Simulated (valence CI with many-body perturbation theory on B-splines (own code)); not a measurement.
E1 line list for Xe XXXIX

Calculated by configuration interaction combined with many-body perturbation theory (CI+MBPT): six valence electrons over a frozen Dirac-Fock core [Ne], a basis of 9 s, 9 p, 8 d, 6 f, 3 g, 1 h functions for each j, with the one-electron correlation potential Σ1 (screened to all orders), the two-electron term Σ2, the three-electron term Σ3, Breit, model QED; selected single and double excitations, second order for the rest, scaled by the run's own slope (own B-spline code, finite nucleus).

The last digits are not significant, and no measured levels were compared; by estimate large intervals hold to a few tenths of a per cent, small ones and those within an open d or f shell to about a per cent. Among the levels kept, up to 1500 cm⁻¹ of a level comes from second order outside the variational space, and about a tenth of that is noise between levels of different J, which matters for small intervals.

Lines 1 to 50 of 85 in falling wavelength, among levels below 289.23 eV, chosen from the strongest by gf and those to the six lowest levels. Wavelengths and rates use the calculated energies. Electric multipoles are in the length gauge, E1 and E2 with the static RPA response of the core. Weak lines are less certain than strong ones. Lines between different terms over intervals too small for the method are left out, as are lines whose strength nearly cancels. The highest levels of a list are the least certain.

Levels are named by their leading jj configuration (3d3/2^4 stands for four electrons in 3d with j = 3/2), which in mixed levels can hold well under half, so a name can repeat and another be missing. Letters in brackets count levels of one name in rising energy.

```
λ vac (nm)                               Upper                           Lower   A (s⁻¹)  S (a.u.) with core polarisation  S without
     238.7                  (3s^2 3p3/2^4) J=0  (3s^2 3p1/2^2 3p3/2 3d3/2) J=1  6.07e+03                         4.07e-05   4.15e-05
     39.40      (3s^2 3p1/2^2 3p3/2 3d5/2) J=1              (3s^2 3p3/2^4) J=0  2.41e+06                         2.18e-04   2.23e-04
     27.56            (3s 3p1/2^2 3p3/2^3) J=1              (3s^2 3p3/2^4) J=0  1.61e+07                         4.98e-04   5.08e-04
     19.72  (3s^2 3p1/2 3p3/2^2 3d3/2) J=1 [a]              (3s^2 3p3/2^4) J=0  3.54e+07                         4.01e-04   4.10e-04
     17.16      (3s^2 3p1/2^2 3p3/2 3d3/2) J=2        (3s^2 3p1/2 3p3/2^3) J=2  6.00e+07                         7.48e-04   7.63e-04
     16.39      (3s^2 3p1/2^2 3p3/2 3d3/2) J=1        (3s^2 3p1/2 3p3/2^3) J=2  2.77e+08                         1.81e-03   1.84e-03
     16.01      (3s^2 3p1/2^2 3p3/2 3d3/2) J=3        (3s^2 3p1/2 3p3/2^3) J=2  4.02e+06                         5.69e-05   5.79e-05
     15.66      (3s^2 3p1/2^2 3p3/2 3d3/2) J=2        (3s^2 3p1/2 3p3/2^3) J=1  3.43e+07                         3.25e-04   3.31e-04
     15.02      (3s^2 3p1/2^2 3p3/2 3d3/2) J=1        (3s^2 3p1/2 3p3/2^3) J=1  4.48e+07                         2.25e-04   2.30e-04
     14.70      (3s^2 3p1/2^2 3p3/2 3d3/2) J=0        (3s^2 3p1/2 3p3/2^3) J=1  5.13e+07                         8.05e-05   8.18e-05
     14.64      (3s^2 3p1/2 3p3/2^2 3d5/2) J=1              (3s^2 3p3/2^4) J=0  3.30e+08                         1.53e-03   1.57e-03
     13.99      (3s^2 3p1/2^2 3p3/2 3d5/2) J=2        (3s^2 3p1/2 3p3/2^3) J=2  7.00e+08                         4.73e-03   4.83e-03
     12.98      (3s^2 3p1/2^2 3p3/2 3d5/2) J=2        (3s^2 3p1/2 3p3/2^3) J=1  1.04e+09                         5.59e-03   5.70e-03
     12.87  (3s^2 3p1/2 3p3/2^2 3d3/2) J=1 [b]              (3s^2 3p3/2^4) J=0  3.78e+08                         1.19e-03   1.22e-03
     11.68  (3s^2 3p1/2 3p3/2^2 3d3/2) J=1 [c]              (3s^2 3p3/2^4) J=0  1.84e+08                         4.35e-04   4.44e-04
     11.36      (3s^2 3p1/2^2 3p3/2 3d5/2) J=3        (3s^2 3p1/2 3p3/2^3) J=2  3.24e+06                         1.64e-05   1.66e-05
     11.04      (3s^2 3p1/2^2 3p3/2 3d5/2) J=1        (3s^2 3p1/2 3p3/2^3) J=2  2.55e+09                         5.09e-03   5.19e-03
     10.91            (3s 3p1/2^2 3p3/2^3) J=2        (3s^2 3p1/2 3p3/2^3) J=2  3.72e+09                         1.19e-02   1.22e-02
     10.81  (3s^2 3p1/2 3p3/2^2 3d3/2) J=1 [d]              (3s^2 3p3/2^4) J=0  2.30e+08                         4.30e-04   4.40e-04
     10.40      (3s^2 3p1/2^2 3p3/2 3d5/2) J=1        (3s^2 3p1/2 3p3/2^3) J=1  8.48e+08                         1.41e-03   1.44e-03
     10.29            (3s 3p1/2^2 3p3/2^3) J=2        (3s^2 3p1/2 3p3/2^3) J=1  5.33e+09                         1.43e-02   1.46e-02
     9.855            (3s 3p1/2^2 3p3/2^3) J=1        (3s^2 3p1/2 3p3/2^3) J=2  8.17e+09                         1.16e-02   1.18e-02
     9.341            (3s 3p1/2^2 3p3/2^3) J=1        (3s^2 3p1/2 3p3/2^3) J=1  3.52e+09                         4.25e-03   4.33e-03
     8.675  (3s^2 3p1/2 3p3/2^2 3d3/2) J=2 [a]        (3s^2 3p1/2 3p3/2^3) J=2  2.45e+08                         3.95e-04   4.02e-04
     8.627  (3s^2 3p1/2 3p3/2^2 3d3/2) J=1 [a]        (3s^2 3p1/2 3p3/2^3) J=2  1.80e+09                         1.71e-03   1.74e-03
     8.517      (3s^2 3p1/2^2 3p3/2 3d3/2) J=1      (3s^2 3p1/2^2 3p3/2^2) J=0  3.60e+08                         3.30e-04   3.35e-04
     8.391  (3s^2 3p1/2 3p3/2^2 3d3/2) J=3 [a]        (3s^2 3p1/2 3p3/2^3) J=2  7.29e+07                         1.49e-04   1.52e-04
     8.276      (3s^2 3p1/2 3p3/2^2 3d3/2) J=0        (3s^2 3p1/2 3p3/2^3) J=1  6.85e+08                         1.92e-04   1.94e-04
     8.275  (3s^2 3p1/2 3p3/2^2 3d3/2) J=2 [a]        (3s^2 3p1/2 3p3/2^3) J=1  1.49e+07                         2.08e-05   2.11e-05
     8.231  (3s^2 3p1/2 3p3/2^2 3d3/2) J=1 [a]        (3s^2 3p1/2 3p3/2^3) J=1  3.43e+06                         2.83e-06   2.77e-06
     8.004      (3s^2 3p1/2^2 3p3/2 3d3/2) J=2      (3s^2 3p1/2^2 3p3/2^2) J=2  1.45e+09                         1.84e-03   1.87e-03
     7.834      (3s^2 3p1/2^2 3p3/2 3d3/2) J=1      (3s^2 3p1/2^2 3p3/2^2) J=2  1.11e+09                         7.87e-04   7.99e-04
     7.745      (3s^2 3p1/2^2 3p3/2 3d3/2) J=3      (3s^2 3p1/2^2 3p3/2^2) J=2  8.83e+07                         1.42e-04   1.43e-04
     7.744  (3s^2 3p1/2 3p3/2^2 3d5/2) J=3 [a]        (3s^2 3p1/2 3p3/2^3) J=2  1.71e+08                         2.75e-04   2.79e-04
     7.641  (3s^2 3p1/2 3p3/2^2 3d3/2) J=2 [b]        (3s^2 3p1/2 3p3/2^3) J=2  4.65e+07                         5.12e-05   5.27e-05
     7.491      (3s^2 3p1/2 3p3/2^2 3d5/2) J=1        (3s^2 3p1/2 3p3/2^3) J=2  3.55e+08                         2.21e-04   2.28e-04
     7.328  (3s^2 3p1/2 3p3/2^2 3d3/2) J=2 [b]        (3s^2 3p1/2 3p3/2^3) J=1  5.73e+08                         5.56e-04   5.66e-04
     7.240      (3s^2 3p1/2^2 3p3/2 3d5/2) J=2      (3s^2 3p1/2^2 3p3/2^2) J=2  5.40e+07                         5.06e-05   4.93e-05
     7.239      (3s^2 3p1/2 3p3/2^2 3d5/2) J=0        (3s^2 3p1/2 3p3/2^3) J=1  2.42e+09                         4.53e-04   4.64e-04
     7.190      (3s^2 3p1/2 3p3/2^2 3d5/2) J=1        (3s^2 3p1/2 3p3/2^3) J=1  3.93e+08                         2.16e-04   2.19e-04
     7.084  (3s^2 3p1/2 3p3/2^2 3d3/2) J=3 [b]        (3s^2 3p1/2 3p3/2^3) J=2  1.78e+09                         2.19e-03   2.22e-03
     7.032  (3s^2 3p1/2 3p3/2^2 3d3/2) J=2 [c]        (3s^2 3p1/2 3p3/2^3) J=2  1.91e+09                         1.64e-03   1.67e-03
     6.999  (3s^2 3p1/2 3p3/2^2 3d3/2) J=1 [b]        (3s^2 3p1/2 3p3/2^3) J=2  5.20e+08                         2.64e-04   2.72e-04
     6.804      (3s^2 3p1/2^2 3p3/2 3d5/2) J=1      (3s^2 3p1/2^2 3p3/2^2) J=0  1.25e+10                         5.83e-03   5.92e-03
     6.767  (3s^2 3p1/2 3p3/2^2 3d3/2) J=2 [c]        (3s^2 3p1/2 3p3/2^3) J=1  1.02e+10                         7.81e-03   7.96e-03
     6.744  (3s^2 3p1/2 3p3/2^2 3d5/2) J=2 [a]        (3s^2 3p1/2 3p3/2^3) J=2  9.85e+08                         7.46e-04   7.58e-04
     6.736  (3s^2 3p1/2 3p3/2^2 3d3/2) J=1 [b]        (3s^2 3p1/2 3p3/2^3) J=1  5.21e+09                         2.36e-03   2.39e-03
     6.631  (3s^2 3p1/2 3p3/2^2 3d3/2) J=1 [c]        (3s^2 3p1/2 3p3/2^3) J=2  6.04e+09                         2.61e-03   2.66e-03
     6.570  (3s^2 3p1/2 3p3/2^2 3d5/2) J=3 [b]        (3s^2 3p1/2 3p3/2^3) J=2  2.51e+09                         2.45e-03   2.50e-03
     6.500  (3s^2 3p1/2 3p3/2^2 3d5/2) J=2 [a]        (3s^2 3p1/2 3p3/2^3) J=1  3.41e+09                         2.31e-03   2.35e-03
```
